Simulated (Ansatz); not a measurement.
Compare A (`C[SiH2][SiH2]O`) with its isomer B (`CO[SiH2][SiH3]`).

Isolated molecules relaxed with PBE0-D4/def2-TZVP in Ansatz; ΔE leaves out vibrations. CCSD(T)/CBS is the MP2 limit (def2-TZVPP, def2-QZVPP) plus CCSD(T) − MP2 in def2-TZVPP, frozen cores. DFT in def2-TZVPP. Each species was taken in one conformer, which may not be the lowest.

(1) Which isomer does CCSD(T)/CBS put lower? Give the gap. (Estimate.)

(2) Give E(B) − E(A) in kJ/mol with B2PLYP, MP2/def2-TZVPP, LDA (SPW92), CCSD/def2-TZVPP, PBE-D4, PBE0-D4, ωB97M-V. (An estimate is asked.)

(3) Does the order hold for the free energy at 298.15 K (harmonic terms from PBE0-D4)? (Estimate.)

Largest T1 diagnostic: 0.012.

Answers

(1) Ansatz gave: A, by 91.2 kJ/mol.

(2) Ansatz gave: B2PLYP 86.1, MP2/def2-TZVPP 94.5, LDA (SPW92) 88.7, CCSD/def2-TZVPP 86.1, PBE-D4 89.7, PBE0-D4 90.5, ωB97M-V 89.5. None reverses the order clearly.

(3) Ansatz gave: Yes: G(B) − G(A) = +88.3 kJ/mol, for one conformer each. Modes under 60 cm⁻¹, often nearly free rotors, make the harmonic entropy too high.

At CCSD(T), def2-SVP lies −23.4 kJ/mol from the extrapolated value and def2-TZVPP −3.9 kJ/mol. In def2-TZVPP, CCSD(T) changes the Hartree–Fock value by +13.7 kJ/mol (the triples alone add +1.2 kJ/mol) and MP2 by +20.9 kJ/mol.
